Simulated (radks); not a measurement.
Spherical jellium clusters: N electrons in a uniform positive sphere of charge N and radius rs N^(1/3), rs = 5.17 bohr. Method: non-relativistic Kohn-Sham, LDA (Slater exchange, Perdew-Wang correlation), spin-polarised, spherical densities; computed with a radial shooting solver with Libxc functionals. Levels are named by radial order and angular momentum (1s, 1p, 1d, 2s, ...), and open shells are averaged over m.

N = 30, configuration 1s2 1p6 1d10 2s2 1f(up 7, down 3). This is the lowest configuration that the search found. Occupied and some empty levels:

level    occupation  eigenvalue (eV)  <r> (bohr)
1s up             1          -3.9185       9.658
1s down           1          -3.8359       9.194
1p up             3          -3.5424       11.44
1p down           3          -3.4213       11.25
1d up             5          -3.0676       12.50
1d down           5          -2.9301       12.45
2s up             1          -2.8410       9.496
2s down           1          -2.7781       9.807
1f up             7          -2.4959       13.31
1f down           3          -2.3533       13.33
2p up             0          -2.0754       10.87
2p down           0          -2.0150       10.95
1g up             0          -1.8378       14.02
1g down           0          -1.6971       14.10
2d up             0          -1.3063       12.66
2d down           0          -1.2383       12.71

Energy (eV): total -55.4399, kinetic 33.391, external -1822.0, Hartree 908.20, exchange-correlation -89.755, background 914.70.

Electron density:

r (bohr)  n(r) (e/bohr^3)
0.503            0.002481
1.77             0.002312
3.03             0.002011
4.30             0.001690
5.56             0.001473
6.83             0.001440
8.09             0.001591
9.36             0.001849
10.6             0.002076
11.9             0.002107
13.2             0.001830
14.4             0.001290
15.7            0.0007189
16.9            0.0003192
18.2            0.0001226
19.5           0.00004232
20.7           0.00001379
22.0            4.276e-06
23.3            1.304e-06
24.5            3.911e-07
